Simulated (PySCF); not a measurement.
**2-amino-1-fluorobenzene: calculation and literature**

Structure with atom numbers: `[NH2:1][c:2]1[cH:3][cH:4][cH:5][cH:6][c:7]1[F:8]`. Each H is labelled by its parent atom.

The experiment to reproduce: δ 19F F8 -135.9 ppm (measured; G. Saielli, R. Bini, A. Bagno, Computational 19F NMR. 2. Organic compounds, RSC Adv. 2014, ESI (exp. from Berger-Braun-Kalinowski 1994 and Everett 1995)).
δ 13C C7 151.9 ppm (measured; solution, CDCl3; Viesser, Ducati, Tormena, Autschbach, PCCP 2018 (ESI)).
δ 13C C7 150.7 ppm (measured; solution, DMSO-d6; Viesser, Ducati, Tormena, Autschbach, PCCP 2018 (ESI)).

No solvent model, single conformer, no relativistic terms, one averaged value for each set of equivalent atoms. Geometry: PBE0-D3(BJ)/def2-TZVP; B97-2/pcSseg-2 with gauge-including orbitals; PySCF.

Problem. How close does the calculation come?

Solution. 
Reference values: measured (G. Saielli, R. Bini, A. Bagno, Computational 19F NMR. 2. Organic compounds, RSC Adv. 2014, ESI (exp. from Berger-Braun-Kalinowski 1994 and Everett 1995)).
| atoms | quantity | reference | computed | computed, scaled |
| --- | --- | --- | --- | --- |
| F8 | δ 19F vs CFCl3 | -135.9 | -145.1 | -141.0 |

Reference values: measured (solution, CDCl3; Viesser, Ducati, Tormena, Autschbach, PCCP 2018 (ESI)).
```tsv
atoms	quantity	reference	computed	computed, scaled
C7	δ 13C	151.9	160.3	152.7
```

Reference values: measured (solution, DMSO-d6; Viesser, Ducati, Tormena, Autschbach, PCCP 2018 (ESI)).
```csv
atoms,quantity,reference,computed,"computed, scaled"
C7,δ 13C,150.7,160.3,152.7
```

Computed shifts are σ(ref) − σ with the named reference compound (TMS for H and C) calculated as an isolated molecule at the same level. The measured values may be among those fitted. Shieldings were converted by linear fits to measured shifts (mostly CDCl3, TMS scale, for H and C): 13C (scatter 2.0 ppm rms, 2.1 ppm with the 1 outlier that the fit left out); 19F (scatter 4.8 ppm rms, 5.6 ppm with the 3 outliers that the fit left out vs CFCl3, solution or neat liquid, with a term for F on sp3 carbon). A few per cent of atoms miss by over 2 rms, more outside the fitted compound classes.

Problem. How far are the unscaled 13C shifts from the references?

Solution. Mean signed difference +9.00 ppm, mean absolute 9.00 ppm over 2 comparisons; the largest is +9.6 ppm at C7 (aromatic carbon bearing fluorine).
